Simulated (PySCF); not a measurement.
## [Zr(Cl)4] (charge 0, multiplicity 1)

These are PBE-D3(BJ)/def2-TZVP // r2SCAN-D4/def2-SVP (PySCF) values and carry that method's errors.

```yaml
HOMO: -8.34 eV
dipole_moment: 0.00 D
HOMO–LUMO gap: 4.82 eV
LUMO: -3.52 eV
charge on the central atom (Mulliken): 1.20 e
total_energy: -1887.5129 Ha
cost: around 70 core-seconds (rough)
```

Bond lengths (Å): Zr1–Cl2 2.330, Zr1–Cl3 2.330, Zr1–Cl4 2.330, Zr1–Cl5 2.330. Angles (°): Cl2–Zr1–Cl3 109.5, Cl2–Zr1–Cl4 109.5, Cl2–Zr1–Cl5 109.5, Cl3–Zr1–Cl4 109.5, Cl3–Zr1–Cl5 109.5, Cl4–Zr1–Cl5 109.5.
Charge 0, spin multiplicity 1.
